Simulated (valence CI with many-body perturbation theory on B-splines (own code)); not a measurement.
**E1 line list for S II**

Level of theory: relativistic CI+MBPT: five valence electrons over a frozen Dirac-Fock core [Ne], a basis of 9 s, 9 p, 8 d, 6 f, 3 g, 1 h functions for each j, with the one-electron correlation potential Σ1, the two-electron term Σ2, the three-electron term Σ3, Breit, model QED; selected CI, second order for the rest, scaled by the run's own slope (own B-spline code, finite nucleus).

Set against measurement, 50 paired levels are off by 81 cm⁻¹ on average, the worst by 269. Among the levels kept, up to 1700 cm⁻¹ of a level comes from second order outside the variational space, and about a tenth of that is noise between levels of different J, which matters for small intervals.

Lines 1 to 50 of 236 in falling wavelength, among levels below 136837 cm⁻¹, chosen from the strongest by gf and those to the six lowest levels. Wavelengths and rates use the calculated energies, so an error of 80 cm⁻¹ moves a line at 32020 Å by 2.6 % and its rate by three times that or more. Electric multipoles are in the length gauge, E1 and E2 with the static RPA response of the core. Weak lines are less certain than strong ones. Lines between different terms over intervals too small for the method are left out, as are lines whose strength nearly cancels and 4 of this kind that miss the measured wavelength by over 7 %. The highest levels of a list are the least certain.

Names give the largest LS component (configuration and term), which can be under half, so a name can repeat, a term be missing and a line seem to break the LS rules; names also repeat where a configuration has a term twice.

```csv
λ vac (Å),λ from measured levels,Upper,Lower,A (s⁻¹),log gf,Branch %
32020,34140,3s²3p²4s ²S_1/2,3s²3p²4p ²P°_3/2,1.18e+04,-2.44,0.0
11780,11620,3s²3p²4p ⁴P°_5/2,3s²3p²4s ²D_5/2,4.28e+04,-2.27,0.0
11100,10970,3s²3p²4p ²D°_3/2,3s²3p²4s ²D_3/2,9.53e+05,-1.15,1.1
11100,10980,3s²3p²4p ²D°_3/2,3s²3p²4s ²D_5/2,1.19e+05,-2.06,0.1
10460,10350,3s²3p²4p ²D°_5/2,3s²3p²4s ²D_3/2,1.00e+05,-2.01,0.1
10460,10360,3s²3p²4p ²D°_5/2,3s²3p²4s ²D_5/2,1.26e+06,-0.91,1.4
8595,8518,3s²3p²4p ²P°_1/2,3s²3p²4s ²D_3/2,2.12e+06,-1.33,1.7
8492,8424,3s²3p²4p ²P°_3/2,3s²3p²4s ²D_3/2,2.86e+05,-1.91,0.2
8492,8425,3s²3p²4p ²P°_3/2,3s²3p²4s ²D_5/2,1.79e+06,-1.11,1.4
8348,8317,3s²3p²4p ²S°_1/2,3s²3p²4s ²P_3/2,1.56e+07,-0.49,23.9
7996,7970,3s²3p²4p ²S°_1/2,3s²3p²4s ²P_1/2,1.03e+07,-0.70,15.8
7579,7511,3s²3p²4p ⁴D°_7/2,3s²3p²3d ²F_7/2,1.79e+05,-1.91,0.2
7527,7447,3s²3p²4p ⁴D°_5/2,3s²3p²3d ²F_5/2,7.60e+04,-2.41,0.1
7473,7344,3s²3p²4p ²P°_3/2,3s3p⁴ ²S_1/2,8.62e+04,-2.54,0.1
7382,7340,3s²3p²4p ⁴D°_1/2,3s²3p²3d ⁴D_3/2,1.42e+06,-1.63,1.3
7352,7319,3s²3p²4p ⁴D°_1/2,3s²3p²3d ⁴D_1/2,1.18e+06,-1.72,1.0
7318,7275,3s²3p²4p ⁴D°_3/2,3s²3p²3d ⁴D_5/2,1.20e+06,-1.41,1.0
7295,7259,3s²3p²4p ⁴D°_3/2,3s²3p²3d ⁴D_3/2,9.45e+05,-1.52,0.8
7267,7239,3s²3p²4p ⁴D°_3/2,3s²3p²3d ⁴D_1/2,6.55e+05,-1.68,0.6
7196,7166,3s²3p²4p ⁴D°_5/2,3s²3p²3d ⁴D_7/2,8.37e+05,-1.41,0.7
7183,7142,3s²3p²4p ⁴D°_5/2,3s²3p²3d ⁴D_5/2,1.53e+06,-1.15,1.3
7161,7126,3s²3p²4p ⁴D°_5/2,3s²3p²3d ⁴D_3/2,7.11e+05,-1.48,0.6
7015,6983,3s²3p²4p ⁴D°_7/2,3s²3p²3d ⁴D_7/2,2.99e+06,-0.75,2.6
7002,6960,3s²3p²4p ⁴D°_7/2,3s²3p²3d ⁴D_5/2,5.25e+05,-1.51,0.5
6789,6735,3s²3p²4p ⁴P°_5/2,3s²3p²3d ²F_7/2,7.65e+04,-2.50,0.1
6712,6643,3s²3p²4p ⁴P°_3/2,3s²3p²3d ²F_5/2,9.15e+04,-2.61,0.1
6588,6523,3s²3p²4p ⁴P°_5/2,3s²3p²3d ²F_5/2,6.24e+04,-2.61,0.0
6451,6415,3s²3p²4p ⁴P°_1/2,3s²3p²3d ⁴D_3/2,1.17e+07,-0.84,8.3
6436,6399,3s²3p²4p ⁴P°_3/2,3s²3p²3d ⁴D_5/2,1.37e+07,-0.47,9.6
6428,6400,3s²3p²4p ⁴P°_1/2,3s²3p²3d ⁴D_1/2,1.23e+07,-0.82,8.8
6419,6387,3s²3p²4p ⁴P°_3/2,3s²3p²3d ⁴D_3/2,7.57e+06,-0.73,5.3
6402,6388,3s²3p²4p ²S°_1/2,3s²3p²4s ⁴P_3/2,3.43e+05,-2.38,0.5
6397,6371,3s²3p²4p ⁴P°_3/2,3s²3p²3d ⁴D_1/2,1.26e+06,-1.51,0.9
6367,6314,3s²3p²4p ²D°_3/2,3s²3p²3d ²F_5/2,1.88e+07,-0.34,21.2
6333,6307,3s²3p²4p ⁴P°_5/2,3s²3p²3d ⁴D_7/2,1.88e+07,-0.17,13.6
6329,6289,3s²3p²4p ²D°_5/2,3s²3p²3d ²F_7/2,1.82e+07,-0.18,20.2
6322,6288,3s²3p²4p ⁴P°_5/2,3s²3p²3d ⁴D_5/2,4.62e+06,-0.78,3.3
6306,6276,3s²3p²4p ⁴P°_5/2,3s²3p²3d ⁴D_3/2,5.74e+05,-1.69,0.4
6239,6164,3s²3p²4p ⁴S°_3/2,3s²3p²3d ²F_5/2,1.81e+05,-2.37,0.1
6153,6104,3s²3p²4p ²D°_5/2,3s²3p²3d ²F_5/2,1.26e+06,-1.37,1.4
6137,6125,3s²3p²4p ⁴P°_1/2,3s²3p²4s ²P_3/2,3.27e+05,-2.43,0.2
6119,6094,3s²3p²4p ²D°_3/2,3s²3p²3d ⁴D_5/2,3.42e+05,-2.11,0.4
6108,6099,3s²3p²4p ⁴P°_3/2,3s²3p²4s ²P_3/2,1.10e+05,-2.61,0.1
6006,5998,3s²3p²4p ⁴P°_5/2,3s²3p²4s ²P_3/2,1.82e+06,-1.23,1.3
6001,5953,3s²3p²4p ⁴S°_3/2,3s²3p²3d ⁴D_5/2,7.71e+05,-1.78,0.4
5985,5942,3s²3p²4p ⁴S°_3/2,3s²3p²3d ⁴D_3/2,4.79e+05,-1.99,0.2
5945,5935,3s²3p²4p ⁴P°_1/2,3s²3p²4s ²P_1/2,2.45e+05,-2.59,0.2
5930,5914,3s²3p²4p ²D°_5/2,3s²3p²3d ⁴D_7/2,8.15e+04,-2.59,0.1
5918,5910,3s²3p²4p ⁴P°_3/2,3s²3p²4s ²P_1/2,5.03e+05,-1.98,0.4
5822,5821,3s²3p²4p ²D°_3/2,3s²3p²4s ²P_3/2,9.36e+06,-0.72,10.6
```

Q: How does gf follow from A for the line at 32020 Å?

A: gf = 1.4992 × (2J+1)_upper × A / σ², with σ = 3123 cm⁻¹ and 2J+1 = 2: gf = 0.00362.
